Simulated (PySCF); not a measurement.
In(Me)2(NH2) (C₂H₈InN), SMILES [CH3][In]([CH3])[NH2].

Coordinates come from a B3LYP-D3(BJ)/def2-SVP optimisation. The structure was generated by enumeration; whether it is a known compound was not checked. The def2 effective core potentials stand for the cores of In; spin–orbit coupling is left out. One conformer was computed; it need not be the lowest.

Two levels are set side by side: PBE/def2-TZVP (PySCF) and HF/def2-TZVP (PySCF). Same geometry, gas phase. Differences are taken from unrounded values.

```
quantity                        HF
---------------------------  -----
orbital gap (eV)             11.55
highest occupied level (eV)  -9.80
lowest empty level (eV)       1.75
dipole moment (D)             0.51
mean polarisability (bohr³)   65.5
```

Q: What does PBE give, and how far is it from HF? (Estimate from the structure and the level; the computed values follow.)

A: 
```json
[
 {"quantity": "orbital gap (eV)", "PBE": "4.12", "PBE minus HF": "-7.43"},
 {"quantity": "highest occupied level (eV)", "PBE": "-5.21", "PBE minus HF": "4.59"},
 {"quantity": "lowest empty level (eV)", "PBE": "-1.09", "PBE minus HF": "-2.84"},
 {"quantity": "dipole moment (D)", "PBE": "0.15", "PBE minus HF": "-0.36"},
 {"quantity": "mean polarisability (bohr³)", "PBE": "75.2", "PBE minus HF": "9.7"}
]
```

PBE's occupied levels lie high since its potential decays too fast outside the molecule; exact exchange lowers them and widens the gap. Loosely held outer electrons make PBE densities more polarisable. Differences between two approximate levels are no errors against the true value.

Rough cost on one machine, each run with all the roots and properties that it gave: HF against PBE about 1/3.
